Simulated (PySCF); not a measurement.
**Worked example: entropy of an ideal gas**

H4PSi, SMILES [SiH2]P, multiplicity 2.

Geometry optimised at B3LYP-D3(BJ)/def2-TZVP. The isomer is the one that the SMILES or the coordinates give; other isomers of the formula were not compared.

B3LYP-D3(BJ)/def2-TZVP (PySCF 2.14.0) gives the harmonic wavenumbers 180, 436, 480, 514, 741, 783, 917, 1089, 2164, 2191, 2387, 2399 cm⁻¹ and the rotational temperatures 3.1293, 0.2805, 0.2725 K. The molar mass is 63.09 g/mol, the symmetry number 1, the spin multiplicity 2.

Question: Work out the entropy at 298.15 K and 1 atm in the rigid-rotor, harmonic-oscillator model.

Answer: 
Translation (Sackur–Tetrode at 1 atm): S = R[1.5 ln M + 2.5 ln T − 1.16487] = 160.4 J/(mol K).
Rotation: q = (√π/σ) T^1.5/√(θA θB θC) = 18700, S = R[ln q + 3/2] = 94.2 J/(mol K).
Vibration: with u = 1.4388 ν/T, each mode gives R[u/(e^u − 1) − ln(1 − e^−u)]:
```json
[
 {"ν (cm⁻¹)": "180", "modes": "1", "u": "0.87", "S (J/(mol K))": "9.74"},
 {"ν (cm⁻¹)": "436", "modes": "1", "u": "2.10", "S (J/(mol K))": "3.51"},
 {"ν (cm⁻¹)": "480", "modes": "1", "u": "2.32", "S (J/(mol K))": "2.97"},
 {"ν (cm⁻¹)": "514", "modes": "1", "u": "2.48", "S (J/(mol K))": "2.61"},
 {"ν (cm⁻¹)": "741", "modes": "1", "u": "3.58", "S (J/(mol K))": "1.09"},
 {"ν (cm⁻¹)": "783", "modes": "1", "u": "3.78", "S (J/(mol K))": "0.93"},
 {"ν (cm⁻¹)": "917", "modes": "1", "u": "4.43", "S (J/(mol K))": "0.55"},
 {"ν (cm⁻¹)": "1089", "modes": "1", "u": "5.26", "S (J/(mol K))": "0.27"}
]
```
The stiffer modes add less than 0.005 each. Sum 21.7 J/(mol K).
Spin: R ln 2 = 5.8 J/(mol K).
Total 282.1 J/(mol K); the program's own thermochemistry gives 282.1. Translation makes up 57 % and vibration 8 %. Anharmonicity, hindered rotation and orbital degeneracy are left out.
